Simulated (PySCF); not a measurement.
Calculated NMR data

PySCF 2.14.0 with density-fitted response routines calculation with shielding tensors at PBE0/pcSseg-1 (GIAO) and geometry from GFN2-xTB; no solvent, one computed conformer, non-relativistic Hamiltonian, averaged over atoms made equivalent by symmetry, fast rotation or ring inversion.

Chemical shifts δ = σref − σ; TMS for $^{1}$H (σ = 31.72 ppm), $^{13}$C (σ = 186.93 ppm), all at this level. Splittings of carbon signals by F and P are missing where no couplings were computed. Where no couplings were computed, multiplicities follow the n + 1 count of equivalent neighbours, and m marks all less simple cases (inequivalent or close neighbours, rings, F or P nearby). Shifts are as computed. Against solution values, carbons near 30 ppm lie about +3 ppm off and those near 130 ppm about +5 ppm; carbons on Cl a further +6 ppm (rms about the fit 2.1 ppm; single classes can miss by 10 ppm). Of 1328 compounds with measured shifts, 309 miss one by over three times the rms of a fit or turn the order of signals round; such compounds aren't used in these exercises. Signals without a measured value on file couldn't be tested in this way; 1H shifts scatter by 0.2 ppm about their fit, and single ones miss by 0.5 ppm. Carbons bonded to Cl come out too deshielded.

**1.** `C=C/P=P/c1ccco1`, C6H6OP2. $^{1}$H NMR (500 MHz, computed): δ 8.34 (m, 1H), 8.14 (m, 1H), 7.88 (m, 1H), 6.86 (m, 1H), 6.82 (m, 1H), 6.46 (m, 1H). $^{13}$C{$^{1}$H} NMR (computed): δ 169.4 (C), 157.1 (CH), 154.4 (CH), 140.9 (CH2), 119.0 (CH), 118.9 (CH).

**2.** `CC(=O)CC(F)(F)F`, C4H5F3O. $^{1}$H NMR (500 MHz, computed): δ 3.07 (m, 2H), 2.43 (s, 3H). $^{13}$C{$^{1}$H} NMR (computed): δ 202.3 (C), 134.1 (C), 53.8 (CH2), 31.4 (CH3).

**3.** SMILES CC(=O)/C=C(\Cl)CCl, C5H6Cl2O. $^{1}$H NMR (500 MHz, computed): δ 6.65 (s, 1H), 4.17 (s, 2H), 2.27 (s, 3H). $^{13}$C{$^{1}$H} NMR (computed): δ 196.6 (C), 160.1 (C), 129.4 (CH), 57.2 (CH2), 35.6 (CH3).
